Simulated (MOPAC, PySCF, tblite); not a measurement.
Bond stretch in CH6Ge, SMILES [GeH3][CH3]. The C1–Ge5 bond (C1 also carries H, H, H; Ge5 carries H, H, H) is varied alone, starting from the PBE0/def2-TZVP optimised geometry.

- UHF/6-31G* = unrestricted Hartree-Fock/6-31G*, spherical d in PySCF
- AM1, restricted, heats of formation (MOPAC)
- GFN2-xTB, 300 K electronic temperature (tblite)
- UCCSD(T) = CCSD(T) on UHF/cc-pVDZ, 10 core orbitals frozen (PySCF 2.14.0)

Energies relative to the lowest point of each curve near equilibrium, in kJ/mol; the last columns give the difference from UCCSD(T):

```json
[
 {"R / Å": "1.46", "UHF/6-31G*": "501.0", "AM1": "339.2", "GFN2-xTB": "622.8", "UCCSD(T)": "487.4", "UHF/6-31G* − UCCSD(T)": "13.6", "AM1 − UCCSD(T)": "-148.2", "GFN2-xTB − UCCSD(T)": "135.4"},
 {"R / Å": "1.55", "UHF/6-31G*": "288.2", "AM1": "206.2", "GFN2-xTB": "327.4", "UCCSD(T)": "279.8", "UHF/6-31G* − UCCSD(T)": "8.3", "AM1 − UCCSD(T)": "-73.6", "GFN2-xTB − UCCSD(T)": "47.6"},
 {"R / Å": "1.64", "UHF/6-31G*": "151.7", "AM1": "115.1", "GFN2-xTB": "159.4", "UCCSD(T)": "147.2", "UHF/6-31G* − UCCSD(T)": "4.5", "AM1 − UCCSD(T)": "-32.1", "GFN2-xTB − UCCSD(T)": "12.2"},
 {"R / Å": "1.75", "UHF/6-31G*": "55.6", "AM1": "45.9", "GFN2-xTB": "53.8", "UCCSD(T)": "54.1", "UHF/6-31G* − UCCSD(T)": "1.5", "AM1 − UCCSD(T)": "-8.2", "GFN2-xTB − UCCSD(T)": "-0.3"},
 {"R / Å": "1.85", "UHF/6-31G*": "13.6", "AM1": "12.7", "GFN2-xTB": "12.2", "UCCSD(T)": "13.4", "UHF/6-31G* − UCCSD(T)": "0.2", "AM1 − UCCSD(T)": "-0.7", "GFN2-xTB − UCCSD(T)": "-1.2"},
 {"R / Å": "1.90", "UHF/6-31G*": "3.9", "AM1": "4.1", "GFN2-xTB": "3.4", "UCCSD(T)": "4.0", "UHF/6-31G* − UCCSD(T)": "0.0", "AM1 − UCCSD(T)": "0.1", "GFN2-xTB − UCCSD(T)": "-0.6"},
 {"R / Å": "1.95", "UHF/6-31G*": "0.0", "AM1": "0.0", "GFN2-xTB": "0.0", "UCCSD(T)": "0.0", "UHF/6-31G* − UCCSD(T)": "0.0", "AM1 − UCCSD(T)": "0.0", "GFN2-xTB − UCCSD(T)": "0.0"},
 {"R / Å": "2.01", "UHF/6-31G*": "1.3", "AM1": "0.2", "GFN2-xTB": "1.5", "UCCSD(T)": "1.0", "UHF/6-31G* − UCCSD(T)": "0.3", "AM1 − UCCSD(T)": "-0.8", "GFN2-xTB − UCCSD(T)": "0.5"},
 {"R / Å": "2.07", "UHF/6-31G*": "7.9", "AM1": "5.3", "GFN2-xTB": "7.6", "UCCSD(T)": "6.9", "UHF/6-31G* − UCCSD(T)": "1.0", "AM1 − UCCSD(T)": "-1.6", "GFN2-xTB − UCCSD(T)": "0.8"},
 {"R / Å": "2.12", "UHF/6-31G*": "16.4", "AM1": "12.8", "GFN2-xTB": "15.4", "UCCSD(T)": "14.6", "UHF/6-31G* − UCCSD(T)": "1.7", "AM1 − UCCSD(T)": "-1.9", "GFN2-xTB − UCCSD(T)": "0.7"},
 {"R / Å": "2.27", "UHF/6-31G*": "53.5", "AM1": "49.1", "GFN2-xTB": "48.1", "UCCSD(T)": "48.3", "UHF/6-31G* − UCCSD(T)": "5.2", "AM1 − UCCSD(T)": "0.8", "GFN2-xTB − UCCSD(T)": "-0.2"},
 {"R / Å": "2.40", "UHF/6-31G*": "94.0", "AM1": "92.1", "GFN2-xTB": "83.0", "UCCSD(T)": "84.3", "UHF/6-31G* − UCCSD(T)": "9.7", "AM1 − UCCSD(T)": "7.8", "GFN2-xTB − UCCSD(T)": "-1.4"},
 {"R / Å": "2.64", "UHF/6-31G*": "173.1", "AM1": "181.3", "GFN2-xTB": "152.2", "UCCSD(T)": "154.9", "UHF/6-31G* − UCCSD(T)": "18.1", "AM1 − UCCSD(T)": "26.4", "GFN2-xTB − UCCSD(T)": "-2.7"},
 {"R / Å": "2.90", "UHF/6-31G*": "223.5", "AM1": "272.3", "GFN2-xTB": "223.4", "UCCSD(T)": "227.4", "UHF/6-31G* − UCCSD(T)": "-3.9", "AM1 − UCCSD(T)": "44.9", "GFN2-xTB − UCCSD(T)": "-4.0"},
 {"R / Å": "3.20", "UHF/6-31G*": "249.6", "AM1": "358.7", "GFN2-xTB": "291.5", "UCCSD(T)": "293.8", "UHF/6-31G* − UCCSD(T)": "-44.2", "AM1 − UCCSD(T)": "64.9", "GFN2-xTB − UCCSD(T)": "-2.3"},
 {"R / Å": "3.54", "UHF/6-31G*": "261.7", "AM1": "431.8", "GFN2-xTB": "347.8", "UCCSD(T)": "336.1", "UHF/6-31G* − UCCSD(T)": "-74.5", "AM1 − UCCSD(T)": "95.7", "GFN2-xTB − UCCSD(T)": "11.7"},
 {"R / Å": "3.93", "UHF/6-31G*": "266.9", "AM1": "489.8", "GFN2-xTB": "388.6", "UCCSD(T)": "352.5", "UHF/6-31G* − UCCSD(T)": "-85.7", "AM1 − UCCSD(T)": "137.2", "GFN2-xTB − UCCSD(T)": "36.1"},
 {"R / Å": "4.25", "UHF/6-31G*": "268.6", "AM1": "522.7", "GFN2-xTB": "408.0", "UCCSD(T)": "356.9", "UHF/6-31G* − UCCSD(T)": "-88.3", "AM1 − UCCSD(T)": "165.8", "GFN2-xTB − UCCSD(T)": "51.1"},
 {"R / Å": "4.75", "UHF/6-31G*": "269.8", "AM1": "557.5", "GFN2-xTB": "421.9", "UCCSD(T)": "359.3", "UHF/6-31G* − UCCSD(T)": "-89.5", "AM1 − UCCSD(T)": "198.2", "GFN2-xTB − UCCSD(T)": "62.6"},
 {"R / Å": "5.26", "UHF/6-31G*": "270.3", "AM1": "580.8", "GFN2-xTB": "425.9", "UCCSD(T)": "360.2", "UHF/6-31G* − UCCSD(T)": "-89.9", "AM1 − UCCSD(T)": "220.7", "GFN2-xTB − UCCSD(T)": "65.7"},
 {"R / Å": "5.89", "UHF/6-31G*": "270.6", "AM1": "600.8", "GFN2-xTB": "427.2", "UCCSD(T)": "360.6", "UHF/6-31G* − UCCSD(T)": "-90.0", "AM1 − UCCSD(T)": "240.2", "GFN2-xTB − UCCSD(T)": "66.6"},
 {"R / Å": "6.81", "UHF/6-31G*": "270.7", "AM1": "620.8", "GFN2-xTB": "427.7", "UCCSD(T)": "360.7", "UHF/6-31G* − UCCSD(T)": "-90.0", "AM1 − UCCSD(T)": "260.1", "GFN2-xTB − UCCSD(T)": "67.0"}
]
```

UHF/6-31G* is furthest from UCCSD(T) at 6.81 (-90.0 kJ/mol, below); its mean absolute difference over the points is 32.7 kJ/mol.

AM1 is furthest from UCCSD(T) at 6.81 (260.1 kJ/mol, above); its mean absolute difference over the points is 78.6 kJ/mol.

GFN2-xTB is furthest from UCCSD(T) at 1.46 (135.4 kJ/mol, above); its mean absolute difference over the points is 25.9 kJ/mol.

The unrestricted determinant behind UHF/6-31G*, UCCSD(T) is spin-contaminated at 2.64 to 6.81 Å (<S²> up to 1.0, against 0.00 for a pure singlet). The restricted form behind AM1 keeps the bonding electrons paired and can't separate into open-shell fragments.
